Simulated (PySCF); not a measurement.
SMILES C[N]([GeH3])[SiH](C)C, GFN2-xTB optimised geometry.

```
19

Si     0.52     0.75     0.00
C     -0.15    -0.14    -1.53
C      2.42     0.75     0.00
N     -0.05    -0.09     1.41
C      0.39     0.44     2.69
Ge    -1.57    -1.11     1.40
H      0.03     2.15     0.00
H      0.20    -1.17    -1.58
H     -1.23    -0.16    -1.53
H      0.18     0.36    -2.44
H      2.80     1.09    -0.96
H      2.82     1.41     0.76
H      2.82    -0.24     0.18
H     -0.02     1.43     2.89
H      0.09    -0.23     3.50
H      1.48     0.52     2.70
H     -1.45    -2.15     0.33
H     -2.82    -0.31     1.17
H     -1.64    -1.75     2.76
```

Density from CAM-B3LYP/def2-SVP run with PySCF at that geometry.

Minimum of the electron density along straight lines between bonded atoms, close to the bond critical point (lines longer than 1.1 times the sum of covalent radii, or with two minima, are not listed):

```json
[
 {"bond": "Si1–C2", "length / Å": "1.894", "ρ at the minimum / e bohr⁻³": "0.113", "∇²ρ there / e bohr⁻⁵": "0.34", "position (fraction from the first atom)": "0.38"},
 {"bond": "Si1–C3", "length / Å": "1.901", "ρ at the minimum / e bohr⁻³": "0.112", "∇²ρ there / e bohr⁻⁵": "0.32", "position (fraction from the first atom)": "0.38"},
 {"bond": "Si1–N4", "length / Å": "1.738", "ρ at the minimum / e bohr⁻³": "0.121", "∇²ρ there / e bohr⁻⁵": "0.71", "position (fraction from the first atom)": "0.40"},
 {"bond": "N4–C5", "length / Å": "1.454", "ρ at the minimum / e bohr⁻³": "0.264", "∇²ρ there / e bohr⁻⁵": "-0.72", "position (fraction from the first atom)": "0.60"},
 {"bond": "N4–Ge6", "length / Å": "1.829", "ρ at the minimum / e bohr⁻³": "0.140", "∇²ρ there / e bohr⁻⁵": "0.41", "position (fraction from the first atom)": "0.53"},
 {"bond": "Si1–H7", "length / Å": "1.482", "ρ at the minimum / e bohr⁻³": "0.114", "∇²ρ there / e bohr⁻⁵": "0.31", "position (fraction from the first atom)": "0.48"},
 {"bond": "C2–H8", "length / Å": "1.086", "ρ at the minimum / e bohr⁻³": "0.272", "∇²ρ there / e bohr⁻⁵": "-0.99", "position (fraction from the first atom)": "0.63"},
 {"bond": "C2–H9", "length / Å": "1.086", "ρ at the minimum / e bohr⁻³": "0.272", "∇²ρ there / e bohr⁻⁵": "-0.97", "position (fraction from the first atom)": "0.63"},
 {"bond": "C2–H10", "length / Å": "1.085", "ρ at the minimum / e bohr⁻³": "0.272", "∇²ρ there / e bohr⁻⁵": "-0.99", "position (fraction from the first atom)": "0.63"},
 {"bond": "C3–H11", "length / Å": "1.085", "ρ at the minimum / e bohr⁻³": "0.272", "∇²ρ there / e bohr⁻⁵": "-0.98", "position (fraction from the first atom)": "0.63"},
 {"bond": "C3–H12", "length / Å": "1.085", "ρ at the minimum / e bohr⁻³": "0.272", "∇²ρ there / e bohr⁻⁵": "-0.98", "position (fraction from the first atom)": "0.63"},
 {"bond": "C3–H13", "length / Å": "1.086", "ρ at the minimum / e bohr⁻³": "0.272", "∇²ρ there / e bohr⁻⁵": "-0.98", "position (fraction from the first atom)": "0.63"},
 {"bond": "C5–H14", "length / Å": "1.094", "ρ at the minimum / e bohr⁻³": "0.278", "∇²ρ there / e bohr⁻⁵": "-1.03", "position (fraction from the first atom)": "0.63"},
 {"bond": "C5–H15", "length / Å": "1.091", "ρ at the minimum / e bohr⁻³": "0.279", "∇²ρ there / e bohr⁻⁵": "-1.05", "position (fraction from the first atom)": "0.63"},
 {"bond": "C5–H16", "length / Å": "1.090", "ρ at the minimum / e bohr⁻³": "0.281", "∇²ρ there / e bohr⁻⁵": "-1.06", "position (fraction from the first atom)": "0.63"},
 {"bond": "Ge6–H17", "length / Å": "1.493", "ρ at the minimum / e bohr⁻³": "0.144", "∇²ρ there / e bohr⁻⁵": "0.08", "position (fraction from the first atom)": "0.59"},
 {"bond": "Ge6–H18", "length / Å": "1.507", "ρ at the minimum / e bohr⁻³": "0.140", "∇²ρ there / e bohr⁻⁵": "0.07", "position (fraction from the first atom)": "0.59"},
 {"bond": "Ge6–H19", "length / Å": "1.500", "ρ at the minimum / e bohr⁻³": "0.142", "∇²ρ there / e bohr⁻⁵": "0.08", "position (fraction from the first atom)": "0.59"}
]
```
